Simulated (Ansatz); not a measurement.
Start from `C[N](C)[MgH]` and change one atom or group to get `C[N](C)[Sn][OH]`.

Ansatz, PBE0-D4/def2-TZVP geometries, multiplicity 1. Each molecule was computed in one conformer, which needn't be the lowest.

Elements past krypton have def2 core potentials.

```json
{"property": "LUMO energy (PBE0/def2-TZVPP) / eV", "`C[N](C)[MgH]`": "-0.51"}
{"property": "zero-point energy (PBE0-D4/def2-TZVP) / kJ/mol", "`C[N](C)[MgH]`": "225.2"}
{"property": "size of the dipole moment (PBE/def2-TZVPP) / D", "`C[N](C)[MgH]`": "0.24"}
{"property": "LUMO energy (ωB97M-V/def2-TZVPP) / eV", "`C[N](C)[MgH]`": "0.77"}
{"property": "LUMO energy (PBE/def2-TZVPP) / eV", "`C[N](C)[MgH]`": "-1.23"}
{"property": "size of the dipole moment (B3LYP/def2-TZVPP) / D", "`C[N](C)[MgH]`": "0.22"}
```

(1) Give the same properties after the change, and the shifts. (An estimate is asked.)

## Answers

(1) Ansatz gave: 
| property | `C[N](C)[Sn][OH]` | shift |
| --- | --- | --- |
| LUMO energy (PBE0/def2-TZVPP) / eV | -1.56 | -1.05 |
| zero-point energy (PBE0-D4/def2-TZVP) / kJ/mol | 246.8 | 21.6 |
| size of the dipole moment (PBE/def2-TZVPP) / D | 2.24 | 2.00 |
| LUMO energy (ωB97M-V/def2-TZVPP) / eV | 0.08 | -0.69 |
| LUMO energy (PBE/def2-TZVPP) / eV | -2.19 | -0.96 |
| size of the dipole moment (B3LYP/def2-TZVPP) / D | 2.22 | 2.00 |

With PBE0 the HOMO falls by 0.91 eV and the LUMO falls by 1.05 eV, so the gap narrows by about 0.14 eV. PBE moves the HOMO by -0.91 eV and ωB97M-V by -0.83 eV. The zero-point energy changes by 21.6 kJ/mol with +3 modes. Dipoles are sizes alone; their direction can turn.

B3LYP here is the variant with VWN-RPA as its local correlation; programs differ in this.
